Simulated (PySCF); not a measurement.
PySCF 2.14 output of an unrestricted M06-L calculation on a single atom or ion in aug-cc-pVTZ (5s4p3d2f, 46 functions), with the non-relativistic Hamiltonian (point nucleus):

```
SCF conv_tol = 1e-09
number electrons alpha = 2  beta = 2
    Y. Zhao and D. G. Truhlar.,  J. Chem. Phys. 125, 194101 (2006)
    Y. Zhao and D. G. Truhlar.,  J. Chem. Phys. 125, 194101 (2006)
    Y. Zhao and D. G. Truhlar.,  Theor. Chem. Acc. 120, 215 (2008)
cycle= 1 E= -24.3366774010676  delta_E= -0.000827  |g|= 0.00698  |ddm|= 0.284
cycle= 2 E= -24.3367329480473  delta_E= -5.55e-05  |g|= 0.000738  |ddm|= 0.0771
cycle= 3 E= -24.3367333370574  delta_E= -3.89e-07  |g|= 6.05e-05  |ddm|= 0.00951
cycle= 4 E= -24.3367333388626  delta_E= -1.81e-09  |g|= 4.99e-06  |ddm|= 0.000481
cycle= 5 E= -24.3367333388662  delta_E= -3.58e-12  |g|= 2.5e-07  |ddm|= 1.32e-05
converged SCF energy = -24.3367333388662  <S^2> = -3.5527137e-15  2S+1 = 1
```

The run itself started from symmetry-adapted Hartree-Fock orbitals and held the occupation by maximum overlap, on a logarithmic radial grid, so the iterations belong to that start.

**Question.** Which element, charge and spin multiplicity is this?

**Answer.** B⁺ (boron, charge +1), multiplicity 1; the state was [He] 2s2, closed-shell 1S.
